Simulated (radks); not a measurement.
Ni18+, configuration 1s(up 1, down 1) 2s2 2p6 (the NIST ground configuration).

Calculated with a radial shooting solver on a logarithmic mesh with Libxc functionals: scalar-relativistic Kohn-Sham, r2SCAN, spin-polarised, spherical densities, finite nucleus; meta-GGA in the generalised Kohn-Sham scheme; Fermi nuclear charge, rms radius 3.7757 fm.

Energy parts (hartree):
total: -1350.57775
kinetic: 1371.80617
electron-nucleus: -2937.92203
Hartree: 260.21395
exchange-correlation: -44.67584

Orbitals (lengths in bohr, moments of r in powers of bohr; <r^-3> diverges for s and p1/2; r(90%) holds 90 % of the orbital's charge):
orbital,occ.,eigenvalue (hartree),r(90%),<r^2>,<r^-3>
1s,2,-327.8564,0.0965,0.003931,-
2s,2,-60.11687,0.370,0.06783,-
2p,6,-55.17626,0.343,0.05404,647.7

The highest occupied level is 2p at -1501.4 eV. The electron density at the nucleus is 1.958e+04 e/bohr^3 (large components only).
